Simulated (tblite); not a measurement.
osmium atom (Os), quintet (GFN-xTB shapes and energies of metal compounds can be far from the true ones); tblite with GFN1-xTB.

The tblite input:
```
$ tblite run mol.xyz --method gfn1 --charge 0 --spin 4 --efield 0,0,0.1 --json tblite.json --no-restart

# file mol.xyz
1

Os     0.00000000     0.00000000     0.00000000
```

The log (banner, timings and long lists left out):

```
xTB calculator
 | screened Coulomb repulsion
 | Coulomb electrostatics
 |  * isotropic Klopman-Ohno-Mataga-Nishimoto electrostatics
 |  * onsite third-order electrostatics
 | DFT-D3(BJ) dispersion correction
 | Interactions (1)
 | [1] electric field

halogen bonding energy    0.0000000000000E+00 Eh
repulsion energy          0.0000000000000E+00 Eh
dispersion energy         0.0000000000000E+00 Eh
interaction energy        0.0000000000000E+00 Eh
number of electrons       8.0000000000000E+00 e
integral cutoff           3.1236740784742E+01 bohr

------------------------------------------------------------
  cycle        total energy    energy error   density error
------------------------------------------------------------
      1     -3.019958549350  -3.0199585E+00   1.0002515E+00
      2     -3.019958558988  -9.6376493E-09   6.0014923E-01
      3     -3.019958564446  -5.4583476E-09   3.6728701E-05
      4     -3.019958564446  -1.2878587E-14   4.2342861E-06
------------------------------------------------------------

electronic energy        -3.0199585644460E+00 Eh
total energy             -3.0199585644460E+00 Eh

Post processing:
 | Mayer-Wiberg bond orders

[Info] JSON dump of results written to 'tblite.json'
```
